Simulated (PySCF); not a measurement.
Structure elucidation problem

Molecular formula: C$_{6}$H$_{14}$N$_{2}$Si. Simulated spectra:

$^{1}$H NMR (400 MHz, computed): δ 4.82 (s, 3H), 3.66 (m, 2H), 2.90 (sept, 1H), 2.73 (m, 2H), 1.11 (d, 6H).

$^{13}$C{$^{1}$H} NMR (computed): δ 156.8 (C), 50.7 (CH2), 34.1 (CH), 31.0 (CH2), 22.9 (CH3, 2C).

All values are calculated (PySCF 2.14): coordinates at the GFN2-xTB level, shieldings: GIAO PBE0/pcSseg-1. Single conformer, no solvent, averaged over atoms made equivalent by symmetry, fast rotation or ring inversion, relativity neglected.

Chemical shifts δ = σref − σ; $^{1}$H (31.72 ppm), $^{13}$C (186.93 ppm) against TMS, all at this level.

**Question.** Propose a structure and justify it.

**Answer.** 
1. Rings plus π bonds: 2 (1 ring in the answer).
2. 5 carbon signals for 6 carbons: some carbons are equivalent by symmetry or fast rotation.
3. Carbon types of the structure: 1 × C, 1 × CH, 2 × CH2, 2 × CH3, leaving 3 H on heteroatoms.
4. δC 156.8: C=N carbon.
5. δC 50.7: sp3 CH2 bonded to N; the inductive effect lowers its shielding.
6. δC 34.1: sp3 CH; a saturated carbon with 3 carbon neighbours and no heteroatom attached.
7. δC 31.0: sp3 CH2 in a ring; a saturated carbon with 2 carbon neighbours and no heteroatom attached.
8. δC 22.9: methyl carbon; aliphatic region, no heteroatom directly attached.
9. δH 4.82: hydrogen on a silicon bonded to N.
10. δH 3.66: hydrogen on an sp3 CH2 bonded to N; its carbon carries N, hence the downfield position.

The compound is SMILES CC(C)C1=NN([SiH3])CC1.

This is the structure that produced the data.

Shifts are as computed. Against solution values, carbons near 30 ppm lie about +3 ppm off and those near 130 ppm about +5 ppm. Of 1211 compounds with measured shifts, 218 miss one by over three times the rms of a fit or turn the order of signals round; such compounds aren't used in these exercises. Multiplicities follow the n + 1 count of equivalent neighbours, as no J values were calculated; m marks all less simple cases, F and P coupling included.
